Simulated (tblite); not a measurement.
Compound: C₅H₅ClP₂.
SMILES: `Cc1cpcpc1Cl`

Computed values, GFN2-xTB/tblite, gas phase, harmonic and unscaled. This tight-binding method is rough: wavenumbers can miss measured ones by several per cent, in bad cases by 10 to 20.

Harmonic wavenumbers (cm⁻¹): 80.2, 145.0, 159.6, 229.9, 276.9, 285.0, 323.3, 358.9, 381.9, 534.9, 550.4, 570.7, 756.8, 766.0, 808.0, 863.2, 905.6, 983.5, 1021.0, 1039.8, 1062.9, 1197.2, 1257.0, 1400.7, 1422.9, 1436.5, 1468.3, 1484.5, 3007.2, 3009.3, 3021.6, 3026.9, 3047.8.

A = 2023, B = 1015, C = 678.6 MHz; mass 161.956 u (most abundant isotopes); point group Cs, symmetry number 1.

Question: What is the zero-point energy?

Answer: ½Σν̃ = 18442 cm⁻¹ = 52.73 kcal/mol.

Question: What is S at 298.15 K and 1 bar for an ideal gas of classical rigid rotors and harmonic oscillators?

Answer: Translation 41.18, rotation 29.82, vibration 20.66: S = 91.7 cal/(mol K).

Question: And Cp and H(298.15 K) − H(0)?

Answer: Cp = 32.38 cal/(mol K), of which vibrations give 24.43 (their classical limit is 33 R = 65.6); H(298.15 K) − H(0) = 5.92 kcal/mol without the zero-point energy, 3.55 from vibrations.

Question: Blend soft modes into free rotors: weight 1/[1 + (100 cm⁻¹/ν̃)⁴] for the oscillator and the rest for a rotor with moment μB/(μ + B), μ = h/(8π²ν), B = 10⁻⁴⁴ kg m². What vibrational entropy results?

Answer: 20.04 cal/(mol K) in place of 20.66, which changes −T·S at 298.15 K by +0.18 kcal/mol.

Question: Which modes carry the vibrational entropy at 298.15 K?

Answer: 80.2 cm⁻¹: 3.89; 145.0 cm⁻¹: 2.74; 159.6 cm⁻¹: 2.55; 229.9 cm⁻¹: 1.88; 276.9 cm⁻¹: 1.55; 285.0 cm⁻¹: 1.50 cal/(mol K); the other 27 give 6.54 together.

Hindered rotation and anharmonicity are outside this model.

Run on one thread, Arm Neoverse V1 (shared host). The figure is for the frequency step alone.
